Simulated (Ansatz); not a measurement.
One change: `C[N]([SiH2]Cl)[GeH2][Cl]` becomes `CC(C)N(C)[SiH2]Cl`.

Ansatz, PBE0-D4/def2-TZVP geometries, multiplicity 1. Each molecule was computed in one conformer, which needn't be the lowest.

Scalar relativity is left out up to krypton.

```
                               property  `C[N]([SiH2]Cl)[GeH2][Cl]`
      LUMO energy (PBE/def2-TZVPP) / eV                       -1.11
    HOMO–LUMO gap (PBE/def2-TZVPP) / eV                        5.24
    LUMO energy (B3LYP/def2-TZVPP) / eV                       -0.45
  LUMO energy (ωB97M-V/def2-TZVPP) / eV                        1.68
HOMO–LUMO gap (ωB97M-V/def2-TZVPP) / eV                       11.63
      HOMO energy (PBE/def2-TZVPP) / eV                       -6.36
```

Task: What does the change do to each property? (Estimate.)

Result: Computed: 
```csv
property,`CC(C)N(C)[SiH2]Cl`,shift
LUMO energy (PBE/def2-TZVPP) / eV,-0.11,1.00
HOMO–LUMO gap (PBE/def2-TZVPP) / eV,5.40,0.16
LUMO energy (B3LYP/def2-TZVPP) / eV,0.51,0.96
LUMO energy (ωB97M-V/def2-TZVPP) / eV,2.33,0.65
HOMO–LUMO gap (ωB97M-V/def2-TZVPP) / eV,11.43,-0.20
HOMO energy (PBE/def2-TZVPP) / eV,-5.51,0.85
```

B3LYP here is the variant with VWN-RPA as its local correlation; programs differ in this.
